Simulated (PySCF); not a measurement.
SnH2FBr, SMILES [F][SnH2][Br]. Atoms are numbered in the order given.

```xyz
5

Sn    -0.3038     0.8096     0.0000
F      1.4531     1.6712     0.0000
Br     0.1199    -1.6575     0.0000
H     -1.0434     1.2471    -1.4911
H     -1.0434     1.2471     1.4911
```
Charge 0, spin multiplicity 1.

Coordinates come from a PBE-D3(BJ)/def2-SVP optimisation. The def2 effective core potentials stand for the cores of Sn; spin–orbit coupling is left out.

Method: PBE-D3(BJ)/def2-SVP run with PySCF 2.14.0.

Frequencies are harmonic and unscaled.

| mode | ν (cm⁻¹) | IR (km/mol) | moving atoms (share of kinetic energy) |
|---|---|---|---|
| 1 | 127 | 6.5 | F 72 %, Br 15 %, Sn 12 % |
| 2 | 257 | 26.6 | Br 59 %, Sn 40 % |
| 3 | 402 | 26.3 | H 92 % |
| 4 | 491 | 8.1 | H 95 % |
| 5 | 609 | 75.9 | F 80 %, Sn 15 % |
| 6 | 624 | 157.6 | H 97 % |
| 7 | 638 | 42.1 | H 94 % |
| 8 | 1867 | 57.7 | H 100 % |
| 9 | 1897 | 130.6 | H 99 % |
